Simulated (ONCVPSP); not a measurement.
**Which change was made? (Sr, ONCV)**

```
Element                 : strontium (Sr)
Generator               : ONCVPSP 4.0.1
Type                    : optimised norm-conserving Vanderbilt (ONCV)
Functional              : LDA (Perdew-Zunger)
Relativity              : scalar-relativistic
Frozen core             : [Kr]
Valence charge          : 2
Reference configuration : 5s2
Partial waves           : 5s: rc 3.70 bohr, ncon 5, nbas 8, qcut 2 1/bohr, 3 projectors, debl 1.9 Ha; p scattering state at 0.16 Ha: rc 4.00 bohr, ncon 4, nbas 7, qcut 1.9 1/bohr, 2 projectors, debl 0.8 Ha; d scattering state at 0.37 Ha: rc 2.85 bohr, ncon 4, nbas 8, qcut 3.3 1/bohr, 2 projectors, debl 2.4 Ha
Local potential         : polynomial inside 2.25 bohr (lpopt 5, dvloc0 4 Ha)
Core correction         : none
```

In the p channel the program set the typed energies aside and used 0.050, 0.850 Ha. In the d channel the program set the typed energies aside and used 0.050, 2.450 Ha.

Cutoffs, loose and tight: the cutoffs (Ha) at which the residual kinetic energy of the hardest occupied pseudo-wave falls to 1 and 0.1 mHa per electron. They do not see the model core or the augmentation charge, which bear on the density cutoff. Test errors are all-electron minus pseudo excitation energies from the reference, over the configurations 5s1; 5s1.5; 5s1 5p1; 4d1 5s1; variants that change the core or the reference have their own tests.

The base gives: outcome: generated, projector energies reset by the program; cutoff, loose: 1.6 Ha; cutoff, tight: 3.0 Ha; bound ghosts: none; GHOST(+) flags above zero: s; largest test error (meV): +175.

(1) After one change the result is: outcome: generated, projector energies reset by the program; cutoff, loose: 1.6 Ha; cutoff, tight: 3.0 Ha; bound ghosts: none; GHOST(+) flags above zero: s; largest test error (meV): +53. Which change was it?
A. s: qcut 1.6; p: qcut 1.5; d: qcut 2.6
B. core correction Teter function, fcfact 1.5, rcfact 1.6
C. functional PBE; p: rc 2.85, qcut 2.7

## Answers

(1) B. The others give: s: qcut 1.6; p: qcut 1.5; d: qcut 2.6 → outcome: generated, projector energies reset by the program; cutoff, loose: 1.9 Ha; cutoff, tight: 8.1 Ha; bound ghosts: none; GHOST(+) flags above zero: s; largest test error (meV): +165 | functional PBE; p: rc 2.85, qcut 2.7 → outcome: generated, projector energies reset by the program; cutoff, loose: 1.5 Ha; cutoff, tight: 2.5 Ha; bound ghosts: p; GHOST(+) flags above zero: s; largest test error (meV): +294.
